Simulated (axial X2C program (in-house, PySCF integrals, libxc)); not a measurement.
# Which molecule gave these maps?

PBE0 fields computed with an in-house all-electron X2C program for linear molecules (integrals from PySCF), spin-free, near the equilibrium distance, one atom at z = 0.

The maps cover the half plane through the axis: z from -2.4 to 5.4 Å along the bond, ρ from 0.15 to 2.25 Å away from it.

log10 of the density in e/bohr³:

```
 ρ\z  -2.4  -1.8  -1.2  -0.6   0.0   0.6   1.2   1.8   2.4   3.0   3.6   4.2   4.8   5.4
0.15  -3.4  -2.6  -1.4  -0.4   1.5  -0.4  -1.4  -1.6  -1.2   0.8  -0.4  -1.4  -2.1  -2.8
0.45  -3.5  -2.6  -1.6  -0.6   0.0  -0.6  -1.6  -1.7  -1.2  -0.4  -1.0  -1.5  -2.1  -2.9
0.75  -3.6  -2.8  -1.8  -1.0  -0.6  -1.0  -1.8  -1.8  -1.4  -1.2  -1.3  -1.7  -2.3  -2.9
1.05  -3.8  -3.1  -2.2  -1.4  -1.1  -1.5  -2.1  -1.9  -1.6  -1.4  -1.5  -1.9  -2.4  -3.1
1.35  -3.9  -3.3  -2.6  -2.0  -1.8  -2.0  -2.4  -2.2  -1.9  -1.7  -1.8  -2.1  -2.6  -3.2
1.65  -4.1  -3.6  -3.1  -2.6  -2.4  -2.6  -2.6  -2.4  -2.1  -2.0  -2.1  -2.4  -2.9  -3.4
1.95  -4.3  -3.9  -3.5  -3.1  -3.0  -3.0  -2.9  -2.7  -2.4  -2.4  -2.4  -2.7  -3.1  -3.6
2.25  -4.5  -4.2  -3.9  -3.6  -3.5  -3.3  -3.2  -2.9  -2.8  -2.7  -2.8  -3.0  -3.4  -3.9
```

Electron localisation function (collinear form, no current term, damped to 0 at low density):

```
 ρ\z  -2.4  -1.8  -1.2  -0.6   0.0   0.6   1.2   1.8   2.4   3.0   3.6   4.2   4.8   5.4
0.15  0.04  0.19  0.74  0.42  0.30  0.43  0.31  0.61  0.23  0.83  0.38  0.86  0.82  0.50
0.45  0.03  0.16  0.68  0.76  0.23  0.76  0.23  0.63  0.58  0.36  0.08  0.88  0.80  0.47
0.75  0.02  0.11  0.54  0.84  0.77  0.82  0.14  0.65  0.83  0.24  0.61  0.89  0.76  0.40
1.05  0.01  0.06  0.33  0.73  0.82  0.64  0.09  0.67  0.87  0.85  0.88  0.86  0.69  0.30
1.35  0.01  0.03  0.14  0.45  0.58  0.24  0.08  0.68  0.85  0.87  0.86  0.80  0.58  0.20
1.65  0.00  0.01  0.04  0.14  0.18  0.05  0.11  0.65  0.80  0.82  0.80  0.69  0.43  0.10
1.95  0.00  0.00  0.01  0.02  0.02  0.02  0.15  0.59  0.71  0.73  0.69  0.54  0.27  0.04
2.25  0.00  0.00  0.00  0.00  0.01  0.02  0.16  0.47  0.58  0.59  0.53  0.35  0.12  0.01
```

Axial spin density in 10⁻³ e/bohr³:

```
 ρ\z  -2.4  -1.8  -1.2  -0.6  0.0  0.6  1.2   1.8   2.4   3.0   3.6   4.2  4.8  5.4
0.15   0.2   0.7   1.7  -0.1  7.8  0.6  3.3  12.7  17.5  52.2   4.9  20.4  5.7  1.2
0.45   0.2   0.6   1.4   0.6  1.8  0.4  3.5  11.7  19.7   4.2  19.7  17.8  5.0  1.1
0.75   0.2   0.5   0.9   0.7  1.3  0.1  3.4   9.8  18.8  21.8  24.1  13.3  3.9  0.9
1.05   0.1   0.3   0.6   0.4  0.1  0.3  2.9   7.3  14.1  19.3  17.4   8.6  2.7  0.7
1.35   0.1   0.2   0.3   0.2  0.0  0.5  2.2   5.0   8.9  11.9  10.1   5.1  1.8  0.5
1.65   0.1   0.1   0.2   0.1  0.1  0.5  1.5   3.1   5.2   6.5   5.3   2.8  1.1  0.3
1.95   0.0   0.1   0.1   0.1  0.1  0.4  1.0   1.8   2.8   3.4   2.7   1.5  0.6  0.2
2.25   0.0   0.1   0.1   0.1  0.1  0.3  0.6   1.0   1.5   1.7   1.4   0.8  0.3  0.1
```

Which molecule is it?
A. PF
B. RbSi
C. VGa
D. LiRe⁺

B. RbSi, with Rb at z = 0 and Si at z = 3.153 Å, state M_S = 3/2, Λ = 0 (beyond evenly filled blocks: σα, π+α, π-α), basis Rb dyall-cv3z [12s13p8d4f1g], Si dyall-v3z [8s7p2d1f] (cores contracted in-house). Occupations by symmetry block were frozen at the best pattern of an incomplete PBE0 search. PBE0 can misorder states that lie within some tenths of an eV, so this need not be the ground state of the molecule. The nearest other spin-free determinant of the search, M_S = 1/2, Λ = 0, lies 0.45 eV up at the distance of the search.
